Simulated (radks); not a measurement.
Valence configurations of Cu III (all share [Ar]). Method: Dirac Kohn-Sham, PBE, spin-unpolarised, spherical densities, point nucleus; open shells fill j = l - 1/2 first; computed with a radial shooting solver on a logarithmic mesh with Libxc functionals. Energies are relative to 3d9; eigenvalues in eV.

valence	E (eV)	e(3d3/2)	e(3d5/2)	e(4p1/2)	e(4s1/2)
3d9	0.000	-29.795	-29.495	-	-
3d8 4s1	9.348	-36.644	-36.320	-	-24.626
3d8.5 4p0.5	7.670	-33.828	-33.515	-16.764	-
3d8 4p1	16.791	-38.067	-37.742	-17.975	-
3d8.5 4s0.5	4.104	-33.100	-32.788	-	-23.476
3d7 4s2	23.653	-44.381	-44.031	-	-26.980

NIST lists [Ar] 3d9 as the ground configuration; this level of theory agrees among the configurations tried. The energies are those of spherical spin-averaged densities, not of single terms.
